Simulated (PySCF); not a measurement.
Gas-phase reaction: Br2 + 2 HF = 2 HBr + 2 F

Method: PySCF energies plus ideal-gas RRHO corrections (1 bar). The comparison is the NASA 1993 polynomial table, which mixes measured and estimated data. † marks an energy on the PBE0/def2-TZVP geometry and frequencies. CCSD(T) freezes the core. Open shells (unrestricted): F (multiplicity 2); the rest are closed-shell singlets. Spin-orbit splitting is ignored; it lowers the true energy and changes the entropy of F. B3LYP is the form with VWN-RPA correlation. Br: all electrons, no relativistic terms. CCSD(T) isn't extrapolated to the basis-set limit.

```csv
level,"ΔH°(298 K), kJ"
table,600.1
B3LYP/def2-TZVP†,…
BLYP/def2-TZVP†,591.8
CCSD(T)/def2-SVP†,…
CCSD(T)/def2-TZVPP†,…
M06-2X/def2-TZVP†,584.2
```

**Question.** Some entries are withheld; supply them.

**Answer.** 
- B3LYP/def2-TZVP†, ΔH°(298 K), kJ: 565.6
- CCSD(T)/def2-SVP†, ΔH°(298 K), kJ: 491.0
- CCSD(T)/def2-TZVPP†, ΔH°(298 K), kJ: 561.9
